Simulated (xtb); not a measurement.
xtb input file for C7H7, SMILES C1=CC2CC1C=[C]2, multiplicity 2, GFN2-xTB. 

```
$ xtb mol.xyz --gfn 2 --sp --chrg 0 --uhf 1 --json
$ cat mol.xyz
14

C      1.09796921    -0.69942891     0.73406723
C      1.46167647    -0.17234080    -0.40694999
C      0.25534794     0.70719868    -0.82410236
C     -0.87408478    -0.26575106    -1.11297726
C     -1.19758800    -0.84993841     0.03262872
C     -0.29586040    -0.26532931     1.10940158
C     -0.18822960     1.18143744     0.57581319
H      2.34873558    -0.28323169    -0.99446680
H      0.46917341     1.45790525    -1.57972034
H     -1.27199241    -0.43878176    -2.09460089
H     -1.91953949    -1.62140522     0.21872614
H     -0.60335653    -0.41348391     2.13915194
H      0.56505157     1.77618875     1.09076514
H     -1.14345739     1.70772301     0.57285795
```

It prints:

```
[banner left out]
          |                Calculation Setup                |
           -------------------------------------------------



           -------------------------------------------------
          |                 G F N 2 - x T B                 |
           -------------------------------------------------

        Reference                      10.1021/acs.jctc.8b01176
      * Hamiltonian:
        H0-scaling (s, p, d)           1.850000    2.230000    2.230000
        zeta-weighting                 0.500000
      * Dispersion:
        s8                             2.700000
        a1                             0.520000
        a2                             5.000000
        s9                             5.000000
      * Repulsion:
        kExp                           1.500000    1.000000
        rExp                           1.000000
      * Coulomb:
        alpha                          2.000000
        third order                    shell-resolved
        anisotropic                    true
        a3                             3.000000
        a5                             4.000000
        cn-shift                       1.200000
        cn-exp                         4.000000
        max-rad                        5.000000


          ...................................................
          :                      SETUP                      :
          :.................................................:
          :  # basis functions                  35          :
          :  # atomic orbitals                  35          :
          :  # shells                           21          :
          :  # electrons                        35          :
          :  max. iterations                   250          :
          :  Hamiltonian                  GFN2-xTB          :
          :  restarted?                      false          :
          :  GBSA solvation                  false          :
          :  PC potential                    false          :
          :  electronic temp.          300.0000000     K    :
          :  accuracy                    1.0000000          :
          :  -> integral cutoff          0.2500000E+02      :
          :  -> integral neglect         0.1000000E-07      :
          :  -> SCF convergence          0.1000000E-05 Eh   :
          :  -> wf. convergence          0.1000000E-03 e    :
          :  Broyden damping             0.4000000          :
          :  net charge                          0          :
          :  unpaired electrons                  1          :
          ...................................................

 iter      E             dE          RMSdq      gap      omega  full diag
   1    -18.6816960 -0.186817E+02  0.395E+00    3.13       0.0  T
   2    -18.6995956 -0.178995E-01  0.232E+00    3.16       1.0  T
   3    -18.6988542  0.741390E-03  0.653E-01    3.15       1.0  T
   4    -18.6990489 -0.194693E-03  0.361E-01    3.27       1.0  T
   5    -18.7005944 -0.154548E-02  0.140E-01    3.15       1.0  T
   6    -18.7008401 -0.245759E-03  0.456E-02    3.18       1.0  T
   7    -18.7008407 -0.591232E-06  0.309E-02    3.19       1.0  T
   8    -18.7008473 -0.655177E-05  0.385E-03    3.19       6.9  T
   9    -18.7008474 -0.123094E-06  0.152E-03    3.19      17.5  T
  10    -18.7008474  0.127775E-07  0.111E-03    3.19      24.2  T
  11    -18.7008474 -0.144579E-07  0.122E-04    3.19     219.3  T
  12    -18.7008474 -0.246487E-10  0.447E-05    3.19     598.3  T

   *** convergence criteria satisfied after 12 iterations ***

         #    Occupation            Energy/Eh            Energy/eV
      -------------------------------------------------------------
         1        2.0000           -0.6604336             -17.9713
       ...           ...                  ...                  ...
        12        2.0000           -0.4542107             -12.3597
        13        2.0000           -0.4500798             -12.2473
        14        2.0000           -0.4465733             -12.1519
        15        2.0000           -0.4404479             -11.9852
        16        2.0000           -0.3944614             -10.7338
        17        2.0000           -0.3823704             -10.4048
        18        1.0000           -0.3352482              -9.1226 (HOMO)
        19                         -0.2181410              -5.9359 (LUMO)
        20                         -0.1790091              -4.8711
        21                          0.0580173               1.5787
        22                          0.0640339               1.7425
        23                          0.0746004               2.0300
       ...                                ...                  ...
        35                          0.7044812              19.1699
      -------------------------------------------------------------
                  HL-Gap            0.1171072 Eh            3.1866 eV
             Fermi-level           -0.3177520 Eh           -8.6465 eV

 SCC (total)                   0 d,  0 h,  0 min,  0.006 sec
 SCC setup                      ...        0 min,  0.000 sec (  1.182%)
 Dispersion                     ...        0 min,  0.000 sec (  0.852%)
 classical contributions        ...        0 min,  0.000 sec (  0.290%)
 integral evaluation            ...        0 min,  0.001 sec ( 14.448%)
 iterations                     ...        0 min,  0.003 sec ( 49.142%)
 molecular gradient             ...        0 min,  0.002 sec ( 32.523%)
 printout                       ...        0 min,  0.000 sec (  1.457%)

         :::::::::::::::::::::::::::::::::::::::::::::::::::::
         ::                     SUMMARY                     ::
         :::::::::::::::::::::::::::::::::::::::::::::::::::::
         :: total energy             -18.386922678584 Eh    ::
         :: gradient norm              0.000203832463 Eh/a0 ::
         :: HOMO-LUMO gap              3.186649345549 eV    ::
         ::.................................................::
         :: SCC energy               -18.700834049654 Eh    ::
         :: -> isotropic ES            0.000934031602 Eh    ::
         :: -> anisotropic ES          0.002717771523 Eh    ::
         :: -> anisotropic XC          0.012756238289 Eh    ::
         :: -> dispersion             -0.010450249086 Eh    ::
         :: repulsion energy           0.313911371071 Eh    ::
         :: add. restraining           0.000000000000 Eh    ::
         :: total charge               0.000000000000 e     ::
         :::::::::::::::::::::::::::::::::::::::::::::::::::::

           -------------------------------------------------
          |                Property Printout                |
           -------------------------------------------------

    * Orbital Energies and Occupations

         #    Occupation            Energy/Eh            Energy/eV
      -------------------------------------------------------------
         1        2.0000           -0.6604336             -17.9713
       ...           ...                  ...                  ...
         6        2.0000           -0.5494874             -14.9523
         7        2.0000           -0.5349197             -14.5559
         8        2.0000           -0.5266008             -14.3295
         9        2.0000           -0.5110314             -13.9059
        10        2.0000           -0.4813269             -13.0976
        11        2.0000           -0.4699484             -12.7879
        12        2.0000           -0.4542107             -12.3597
        13        2.0000           -0.4500798             -12.2473
        14        2.0000           -0.4465733             -12.1519
        15        2.0000           -0.4404479             -11.9852
        16        2.0000           -0.3944614             -10.7338
        17        2.0000           -0.3823704             -10.4048
        18        1.0000           -0.3352482              -9.1226 (HOMO)
        19                         -0.2181410              -5.9359 (LUMO)
        20                         -0.1790091              -4.8711
        21                          0.0580173               1.5787
        22                          0.0640339               1.7425
        23                          0.0746004               2.0300
        24                          0.1004416               2.7332
        25                          0.1057470               2.8775
        26                          0.1208205               3.2877
        27                          0.1586792               4.3179
        28                          0.2033151               5.5325
        29                          0.2295147               6.2454
       ...                                ...                  ...
        35                          0.7044812              19.1699
      -------------------------------------------------------------
                  HL-Gap            0.1171072 Eh            3.1866 eV
             Fermi-level           -0.3177520 Eh           -8.6465 eV

     #   Z          covCN         q      C6AA      α(0)
     1   6 C        2.118    -0.072    32.764     9.250
     2   6 C        2.963    -0.041    29.009     8.834
     3   6 C        4.090    -0.006    20.605     6.447
     4   6 C        2.989    -0.043    29.063     8.843
     5   6 C        2.994    -0.040    28.990     8.832
     6   6 C        4.055    -0.002    20.534     6.437
     7   6 C        3.970    -0.046    21.317     6.560
     8   1 H        0.927     0.039     2.467     2.456
     9   1 H        0.925     0.032     2.561     2.503
    10   1 H        0.926     0.035     2.509     2.477
    11   1 H        0.926     0.036     2.500     2.473
    12   1 H        0.925     0.039     2.467     2.456
    13   1 H        0.925     0.036     2.500     2.473
    14   1 H        0.924     0.033     2.546     2.495

 Mol. C6AA /au·bohr⁶  :       2170.910935
 Mol. C8AA /au·bohr⁸  :      52682.153708
 Mol. α(0) /au        :         72.536748


Wiberg/Mayer (AO) data.
largest (>0.10) Wiberg bond orders for each atom

 ---------------------------------------------------------------------------
     #   Z sym  total        # sym  WBO       # sym  WBO       # sym  WBO
 ---------------------------------------------------------------------------
     1   6 C    3.250 --     2 C    2.001     6 C    1.008
     2   6 C    3.976 --     1 C    2.001     8 H    0.970     3 C    0.905
     3   6 C    3.982 --     4 C    0.993     7 C    0.980     9 H    0.970
                             2 C    0.905
     4   6 C    3.985 --     5 C    1.921     3 C    0.993    10 H    0.968
     5   6 C    3.985 --     4 C    1.921     6 C    0.981    11 H    0.970
     6   6 C    3.989 --     1 C    1.008     5 C    0.981    12 H    0.971
                             7 C    0.959
     7   6 C    3.992 --     3 C    0.980    13 H    0.979    14 H    0.977
                             6 C    0.959
     8   1 H    0.999 --     2 C    0.970
     9   1 H    0.999 --     3 C    0.970
    10   1 H    0.999 --     4 C    0.968
    11   1 H    0.999 --     5 C    0.970
    12   1 H    0.998 --     6 C    0.971
    13   1 H    0.999 --     7 C    0.979
    14   1 H    0.999 --     7 C    0.977
 ---------------------------------------------------------------------------

Topologies differ in total number of bonds
Writing topology from bond orders to xtbtopo.mol

molecular dipole:
                 x           y           z       tot (Debye)
 q only:       -0.178       0.209      -0.051
   full:       -0.252       0.319      -0.171       1.121
molecular quadrupole (traceless):
                xx          xy          yy          xz          yz          zz
 q only:       -0.380       0.715      -0.161      -0.806       0.112       0.541
  q+dip:       -0.866       2.027      -1.313      -2.335      -0.823       2.179
Note: The following floating-point exceptions are signalling: IEEE_UNDERFLOW_FLAG IEEE_DENORMAL
normal termination of xtb
   full:       -0.673       1.420      -0.456      -1.727      -0.003       1.129


           -------------------------------------------------
          | TOTAL ENERGY              -18.386922678584 Eh   |
          | GRADIENT NORM               0.000203832463 Eh/α |
          | HOMO-LUMO GAP               3.186649345549 eV   |
           -------------------------------------------------

------------------------------------------------------------------------
------------------------------------------------------------------------
 total:
 SCF:
```

The run converged.

Cost: very roughly 0.020 core-seconds.
